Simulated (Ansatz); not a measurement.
Species: C2H8GeO4, SMILES `C[O][Ge]([OH])([OH])[O]C` (charge 0, multiplicity 1).

Q: Give a relaxed geometry from PBE0-D3(BJ)/def2-SVP (Ansatz, a quantum-chemistry and plane-wave program).

A: This is not unique; one that fits is the end point of this relaxation, one of several conformers (outside a Z-matrix the atoms follow the SMILES, hydrogens last).
Bonded distances (Å): C1–O2 1.408, C1–H8 1.105, C1–H9 1.101, C1–H10 1.103, O2–Ge3 1.752, Ge3–O4 1.756, Ge3–O5 1.757, Ge3–O6 1.753, O4–H11 0.964, O5–H12 0.964, O6–C7 1.407, C7–H13 1.105, C7–H14 1.101, C7–H15 1.104. Angles (°): O2–C1–H8 111.7, O2–C1–H9 108.1, O2–C1–H10 112.0, H8–C1–H9 108.1, H8–C1–H10 108.3, H9–C1–H10 108.5, C1–O2–Ge3 121.0, O2–Ge3–O4 106.3, O2–Ge3–O5 115.7, O2–Ge3–O6 106.0, O4–Ge3–O5 106.9, O4–Ge3–O6 115.7, O5–Ge3–O6 106.5, Ge3–O4–H11 111.5, Ge3–O5–H12 111.8, Ge3–O6–C7 121.3, O6–C7–H13 111.7, O6–C7–H14 108.2, O6–C7–H15 112.2, H13–C7–H14 108.0, H13–C7–H15 108.3, H14–C7–H15 108.4.
